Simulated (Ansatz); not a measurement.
The first iterations of a band of CH2ClF2NSi (8 atoms, charge 0, multiplicity 1).

The calculation used Ansatz, RKS LDA/def2-SVP.

```json
{
  "movable images": "7",
  "climbing image": "yes",
  "spring": "5.0 eV/Å²",
  "optimiser": "quadratic models (default)",
  "start path": "IDPP",
  "force threshold": "0.05 eV/Å",
  "iteration limit": "60",
  "end points": "relaxed"
}
```

Image 0:

```xyz
8
Properties=species:S:1:pos:R:3
F -2.026 -0.559 1.758
C -0.895 -0.242 1.158
N -0.756 -0.348 -0.079
Si 0.666 0.031 -0.956
F 1.837 0.478 0.071
Cl 0.276 1.613 -2.175
H -0.146 0.112 1.909
H 1.137 -1.142 -1.741
```

Image 8:

```xyz
8
Properties=species:S:1:pos:R:3
F -2.160 -0.502 1.600
C -1.248 -0.042 0.769
N -0.224 -0.700 0.488
Si 1.023 -0.197 -0.575
F 2.385 -0.109 0.276
Cl 0.646 1.686 -1.311
H -1.536 0.970 0.388
H 1.205 -1.162 -1.692
```

| iteration | highest image above the first end (eV) | largest band force component (eV/Å) |
| --- | --- | --- |
| 1 | 0.183 | 1.720 |
| 2 | 0.085 | 0.757 |

Task: Does the band converge within its limit, and where does its top end?

Result: The run converged. It ended after 7 iterations with the highest image 0.057 eV above the first end. A vibrational analysis at the climbing image gives one clearly imaginary mode, 119i cm⁻¹: a first-order saddle point.

The run took 95 s on 2 threads of AMD EPYC 7R43 64-Core Processor (Zen 3) (shared host), peak memory 0.15 GiB.
